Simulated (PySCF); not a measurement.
System: sum formula H₅BNO₂, charge 1, multiplicity 1. It need not be the lowest isomer of its formula. 
Geometry from a B3LYP-D3(BJ)/def2-TZVP (Ansatz) optimisation:
```xyz
9

N     -0.9303    -1.0239    -0.0969
B      0.1234     0.1339     0.0112
O     -0.4071     1.2323     0.5434
O      1.3155    -0.2359    -0.4510
H     -1.2549    -1.3143     0.8300
H     -0.5409    -1.8434    -0.5682
H     -1.7629    -0.7201    -0.6094
H      0.1266     2.0255     0.6733
H      2.0594     0.3787    -0.4422
```
Charge +1, spin multiplicity 1.

Dispersion corrections to the total energy (kcal/mol) from the dftd3 and dftd4 libraries through PySCF: D3(BJ) without and D4 with the three-body term, each with the damping fitted for the functional named.

```json
[
 {"functional": "B2PLYP", "D3(BJ)": "-2.13", "D4": "-1.59"},
 {"functional": "BHLYP", "D3(BJ)": "?", "D4": "-2.47"},
 {"functional": "B2GP-PLYP", "D3(BJ)": "?", "D4": "-0.93"},
 {"functional": "TPSS", "D3(BJ)": "?", "D4": "-3.11"},
 {"functional": "BP86", "D3(BJ)": "-4.21", "D4": "-2.92"},
 {"functional": "PBE0", "D3(BJ)": "-2.40", "D4": "-1.89"},
 {"functional": "HF", "D3(BJ)": "-24.97", "D4": "-9.28"}
]
```

Q: Some entries are withheld; supply them.

A: 
- BHLYP, D3(BJ): -3.63
- B2GP-PLYP, D3(BJ): -1.50
- TPSS, D3(BJ): -3.54
